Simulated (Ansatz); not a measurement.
A nudged elastic band was laid between two geometries of GaH6NO (9 atoms, charge 0, multiplicity 1).

Method: RHF/def2-SVP (Ansatz).

```yaml
movable_images: 7
climbing_image: yes
spring: 5.0 eV/Å²
optimiser: quadratic models (default)
start_path: through a guess of the saddle point
force_threshold: 0.05 eV/Å
iteration_limit: 60
end_points: relaxed
```

Initial state:

```xyz
9
Properties=species:S:1:pos:R:3
Ga -0.099 -0.116 0.025
H -0.144 -1.100 1.263
N 1.598 0.260 -0.669
H 2.377 -0.315 -0.405
H 1.696 0.502 -1.638
H -1.347 0.180 -0.888
O 0.079 1.794 1.145
H 0.967 1.971 0.847
H 0.079 1.814 2.092
```

Final state:

```xyz
9
Properties=species:S:1:pos:R:3
Ga 0.265 0.347 -0.743
H -0.981 0.637 3.902
N 1.885 0.203 -1.549
H 2.045 -0.307 -2.396
H 2.735 0.614 -1.215
H -1.036 -0.307 -1.293
O 0.169 1.293 0.764
H 0.933 1.723 1.112
H -0.809 0.786 3.190
```

Q: What changes between the two ends?

A: Bonds broken: Ga1–H2, O7–H9. Bonds formed: H2–H9. GaH6NO becomes GaH4NO + H2.

Q: Give the energies along the band, and the barrier.

A: The run converged. The highest image is number 4 of 0 to 8, 39.6 kcal/mol above the first end and 34.4 kcal/mol above the last; the last end lies 5.3 kcal/mol above the first. The profile has 2 maxima (images 2, 4) with wells between them (image 3): this band takes more than one step, which may be the mechanism or a detour left from its start path. Neighbouring images differ by up to 1.6 eV, so the band resolves the path poorly. A vibrational analysis at the climbing image gives one clearly imaginary mode, 1785i cm⁻¹: a first-order saddle point. The orbitals stay closed-shell, which can raise the energy where a bond breaks towards radicals; this wasn't checked here.

```json
{"image": "0", "path coordinate (Å)": "0.00", "energy (kcal/mol)": "0.0", "Ga1–H2 (Å)": "1.58", "O7–H9 (Å)": "0.95", "H2–H9 (Å)": "3.04"}
{"image": "1", "path coordinate (Å)": "1.19", "energy (kcal/mol)": "5.1", "Ga1–H2 (Å)": "1.58", "O7–H9 (Å)": "0.95", "H2–H9 (Å)": "2.90"}
{"image": "2", "path coordinate (Å)": "2.37", "energy (kcal/mol)": "7.7", "Ga1–H2 (Å)": "1.59", "O7–H9 (Å)": "0.95", "H2–H9 (Å)": "2.84"}
{"image": "3", "path coordinate (Å)": "3.56", "energy (kcal/mol)": "3.1", "Ga1–H2 (Å)": "1.59", "O7–H9 (Å)": "0.95", "H2–H9 (Å)": "2.30"}
{"image": "4", "path coordinate (Å)": "4.75", "energy (kcal/mol)": "39.6", "Ga1–H2 (Å)": "1.88", "O7–H9 (Å)": "1.25", "H2–H9 (Å)": "1.01"}
{"image": "5", "path coordinate (Å)": "5.93", "energy (kcal/mol)": "7.3", "Ga1–H2 (Å)": "2.81", "O7–H9 (Å)": "2.40", "H2–H9 (Å)": "0.75"}
{"image": "6", "path coordinate (Å)": "7.11", "energy (kcal/mol)": "5.5", "Ga1–H2 (Å)": "3.81", "O7–H9 (Å)": "2.72", "H2–H9 (Å)": "0.75"}
{"image": "7", "path coordinate (Å)": "8.30", "energy (kcal/mol)": "5.3", "Ga1–H2 (Å)": "4.43", "O7–H9 (Å)": "2.68", "H2–H9 (Å)": "0.75"}
{"image": "8", "path coordinate (Å)": "9.48", "energy (kcal/mol)": "5.3", "Ga1–H2 (Å)": "4.82", "O7–H9 (Å)": "2.66", "H2–H9 (Å)": "0.75"}
```

Q: What is the geometry of the highest image?

A: 
```xyz
9
Properties=species:S:1:pos:R:3
Ga 0.017 0.237 -0.072
H 0.092 -0.141 1.769
N 1.653 0.087 -0.863
H 1.818 -0.528 -1.635
H 2.518 0.330 -0.420
H -1.317 -0.289 -0.676
O -0.124 1.868 0.981
H 0.517 2.564 0.974
H 0.032 0.862 1.713
```

The band took 21 iterations and of the order of 6 core-minutes.

The run took 6.2 min on 1 thread of AMD EPYC 7R43 64-Core Processor (Zen 3), on a shared host, peak memory 0.18 GiB.
